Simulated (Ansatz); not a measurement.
Geometry optimisation, RKS PBE0/STO-3G (Ansatz).

Input:

```yaml
crystal:
  periodic: [false, false, false]
  atoms:
    - { symbol: "N", position_ang: [-1.6268, -0.233, 0.8508] }
    - { symbol: C, position_ang: [-0.2148, 0.1312, 0.8203] }
    - { symbol: Si, position_ang: [0.9822, -1.5953, 0.2999] }
    - { symbol: C, position_ang: [0.3857, 1.4166, 0.3267] }
    - { symbol: Si, position_ang: [0.275, 0.9524, -1.3715] }
    - { symbol: Cl, position_ang: [-1.5948, 0.8142, -2.192] }
    - { symbol: H, position_ang: [-2.1775, 0.594, 1.2342] }
    - { symbol: H, position_ang: [-2.0096, -0.3084, -0.1114] }
    - { symbol: H, position_ang: [0.9253, -2.5077, 1.5113] }
    - { symbol: H, position_ang: [2.4079, -1.0935, 0.1735] }
    - { symbol: H, position_ang: [0.4403, -2.2091, -0.8965] }
    - { symbol: H, position_ang: [1.3205, 1.6803, 0.7352] }
    - { symbol: H, position_ang: [-0.3346, 2.3097, 0.5852] }
    - { symbol: H, position_ang: [1.2081, 0.0193, -1.9368] }
basis:
  gaussian: { orbitals: STO-3G }
hamiltonian:
  xc: pbe0
relax:
  f_tol: 0.02
  max_steps: 40
scf:
  lower_state_search: "off"
```

Launched with:

```bash
$ ansatz run input.yaml --threads 1 --pin off --max-ram 2048MiB --backend cpu --events-out ev --progress --plain --runs-dir out
```

Task: Where does it end, and by what steps?

Result: The run converged. Limits of this set-up: minimal basis. After 18 steps the energy has fallen by 3.230 eV; H7 moved furthest, 1.35 Å.

```tsv
step	energy less start (eV)	largest force component (eV/Å)	accepted
0	0.0000	4.721	yes
1	-1.6831	2.517	yes
2	-2.2657	2.281	yes
3	-2.5130	1.637	yes
4	-2.6619	0.904	yes
5	-2.7764	1.340	yes
6	-2.9044	1.660	yes
7	-3.0261	1.349	yes
8	-3.1396	0.846	yes
9	-3.1960	0.499	yes
10	-3.2149	0.359	yes
11	-3.2234	0.253	yes
12	-3.2266	0.089	yes
13	-3.2284	0.057	yes
14	-3.2290	0.032	yes
15	-3.2294	0.033	yes
16	-3.2296	0.041	yes
17	-3.2297	0.023	yes
18	-3.2298	0.009	yes
```

```xyz
14
Properties=species:S:1:pos:R:3
N -1.495 -0.231 0.416
C -0.119 -0.051 0.415
Si 1.005 -1.553 0.505
C 0.402 1.300 0.437
Si 0.411 1.575 -1.538
Cl -1.787 1.769 -1.659
H -2.000 0.553 -0.107
H -1.808 -1.173 0.085
H 1.138 -1.940 1.891
H 2.297 -1.205 -0.033
H 0.401 -2.632 -0.240
H 1.420 1.388 0.828
H -0.264 2.053 0.870
H 0.386 0.116 -1.840
```

Run time: 57 s on 1 thread of Arm Neoverse V2, on a shared host, peak memory 0.14 GiB.
